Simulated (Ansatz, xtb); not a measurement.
**A geometry optimisation of BFH4Si2 with r2SCAN-D4/def2-SVP**

The starting geometry of this gas-phase triplet was built from a drawn formula by distance geometry and a force field; its bonds are those of `[B][SiH2][SiH2]F`.

| atom | x (Å) | y (Å) | z (Å) |
| --- | --- | --- | --- |
| B | 0.1380 | 1.6959 | -0.6107 |
| F | 2.8377 | 1.2647 | 2.0464 |
| Si | 1.6268 | 0.4821 | -0.7920 |
| Si | 2.3528 | -0.0883 | 1.2319 |
| H | 1.1297 | -0.7027 | -1.4991 |
| H | 2.6685 | 1.1389 | -1.5551 |
| H | 3.4498 | -1.0132 | 1.0856 |
| H | 1.2411 | -0.7179 | 1.9702 |

Task: Predict what becomes of its bonds when it is optimised with r2SCAN-D4/def2-SVP.

Result: It keeps its bonds, and is `[B][SiH2][SiH2]F`.

The energy falls by 0.31 eV over 20 steps:

```json
{"step": "1", "E − E(last) (eV)": "0.307"}
{"step": "3", "E − E(last) (eV)": "0.042"}
{"step": "5", "E − E(last) (eV)": "0.033"}
{"step": "7", "E − E(last) (eV)": "0.032"}
{"step": "9", "E − E(last) (eV)": "0.029"}
{"step": "12", "E − E(last) (eV)": "0.017"}
{"step": "14", "E − E(last) (eV)": "0.006"}
{"step": "16", "E − E(last) (eV)": "0.001"}
{"step": "18", "E − E(last) (eV)": "0.000"}
{"step": "20", "E − E(last) (eV)": "0.000"}
```

Final geometry (Å):

```yaml
atoms:
  - { symbol: B, position_ang: [0.9274, 2.1684, -0.2671] }
  - { symbol: F, position_ang: [1.9105, 1.1735, 2.1717] }
  - { symbol: Si, position_ang: [1.5825, 0.4601, -0.9562] }
  - { symbol: Si, position_ang: [2.3113, -0.1062, 1.2236] }
  - { symbol: H, position_ang: [0.5690, -0.5274, -1.4505] }
  - { symbol: H, position_ang: [2.7375, 0.4897, -1.9108] }
  - { symbol: H, position_ang: [3.7884, -0.2886, 1.3028] }
  - { symbol: H, position_ang: [1.6178, -1.3099, 1.7638] }
```

From the same start GFN2-xTB ends elsewhere, at `F[SiH2]B=[SiH2]`.

The end wasn't checked by frequencies. Open shells are spin-unrestricted. The triplet needn't be the ground state. Run with Ansatz 0.2.0, 2 min on 2 threads of Arm Neoverse V2, with other jobs on the host.
